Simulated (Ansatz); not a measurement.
Gas-phase electronic energies from Ansatz, PBE0-D4/def2-TZVP geometries. CBS: MP2 limit from def2 TZ/QZ plus the TZ coupled-cluster correction, frozen cores. This one scheme is used for every species. DFT in def2-TZVPP. One conformer a species, not always the lowest.

`B[SiH2][SiH](N)F` → `B[SiH2]N` + `F[SiH]`  (silylene formation by 1,1-elimination)

`B[SiH2][SiH](N)F`:

```xyz
12

B     0.892    1.813    0.546
Si   -0.853    0.898    0.790
Si   -0.638   -0.869   -0.754
N     0.714   -1.802   -0.322
F    -0.530   -0.190   -2.211
H     1.879    1.374    1.063
H     1.020    2.733   -0.204
H    -1.047    0.277    2.130
H    -2.055    1.699    0.433
H    -1.797   -1.792   -0.841
H     0.844   -2.745   -0.648
H     1.570   -1.397    0.018
```

`B[SiH2]N`:

Z-matrix (Å, degrees):
```
Si
N 1 1.724
B 1 2.002 2 111.8
H 1 1.490 2 107.5 3 -124.1
H 1 1.506 2 115.5 3 118.8
H 2 1.007 1 120.4 3 176.1
H 2 1.007 1 119.2 3 -40.9
H 3 1.197 1 120.1 2 -164.6
H 3 1.197 1 122.8 2 18.7
```

`F[SiH]`:

Cartesian coordinates in Å:
```
F 0.514 -1.018 -0.489
Si -0.668 0.041 -0.209
H 0.154 0.977 0.698
```

```tsv
level	ΔE (kcal/mol)
BLYP-D4	53.1
r2SCAN-D4	62.7
PBE0-D4	61.2
revPBE	53.3
RPA@PBE/def2-TZVPP	49.6
CCSD/def2-TZVPP	53.5
HF/def2-QZVPP	49.2
SCS-MP2/def2-QZVPP	55.1
```

(1) What does CCSD(T)/CBS give? (An estimate is asked.)

Largest T1 diagnostic among the species: 0.015.

Results:

(1) Ansatz gave: +56.2 kcal/mol. The listed levels differ from it by -3.1, 6.5, 5.0, -2.9, -6.6, -2.7, -7.0, -1.1 kcal/mol.

From PBE to PBE0 (25 % exact exchange), in def2-TZVPP and without D4, ΔE moves by +1.8 kcal/mol. The D4 term adds +3.9 kcal/mol with B3LYP and +2.2 kcal/mol with PBE0; it sums over pairs of atoms, weighted by their polarisabilities, and B3LYP, whose exchange is more repulsive, gets the larger term.

B3LYP here is the variant with VWN-RPA as its local correlation; programs differ in this.
